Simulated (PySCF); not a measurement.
A GIAO shielding run with PySCF 2.14 (density fitting, non-relativistic, gas phase) on `FC(F)[C@H]1C=CC[SiH2]1`, C5H8F2Si:

```
$ OMP_NUM_THREADS=1 python probes_run.py task.json out

{"job": {"kind": "nmr", "xc": "PBE0", "basis": "pcSseg-1"}, "charge": 0, "multiplicity": 1}
F      2.654376     1.159845    -0.893724
C      1.907282     0.061335    -0.603727
F      2.769561    -0.822666    -0.031087
C      0.765073     0.386403     0.329557
C     -0.260271     1.236890    -0.367783
C     -1.506581     0.802378    -0.428762
C     -1.854136    -0.514014     0.201657
Si    -0.200253    -1.176045     0.888936
H      1.578687    -0.372022    -1.560296
H      1.196027     0.940279     1.169438
H      0.060100     2.175111    -0.796118
H     -2.293054     1.366267    -0.909062
H     -2.315720    -1.169910    -0.537933
H     -2.605713    -0.361126     0.977474
H      0.265122    -2.383049     0.206332
H     -0.168099    -1.320733     2.343687
```

Hardware: 1 thread of an Arm Neoverse V1, shared host. The job also computes population analyses, field gradients, ring-centre shieldings.

(1) How large is the calculation?

(2) How long does it take, and how much memory does it need?

Results:

(1) 70 electrons, 183 basis functions and 970 auxiliary functions.

(2) 40 s of wall time, with 14 SCF cycles and 5 response iterations; peak memory 0.83 GiB. Times on a shared host scatter by some tens of per cent.
